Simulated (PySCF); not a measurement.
sulfur tetrafluoride (F₄S), SMILES FS(F)(F)F. The structure is a stationary point at TPSSh-D3(BJ)/def2-SVP.

Calculation: PySCF with TPSSh-D3(BJ)/def2-SVP.

Harmonic wavenumbers (cm⁻¹): 203, 330, 429, 492, 495, 580, 812, 848, 868. Rotational constants (GHz): 6.295, 3.943, 3.091; symmetry number 2.

Question: Work out the zero-point energy and the ideal-gas rigid-rotor harmonic-oscillator thermochemistry at 298.15 K and 1 atm.

Answer: ZPE = ½ Σ hcν = ½ × 5057 cm⁻¹ = 30.25 kJ/mol. H − E(el) = 45.55 kJ/mol. Entropy in J/(mol K): translation 167.15, rotation 102.36, vibration 27.57, total 297.07. G − E(el) = -43.02 kJ/mol. Cp = 75.99 J/(mol K).
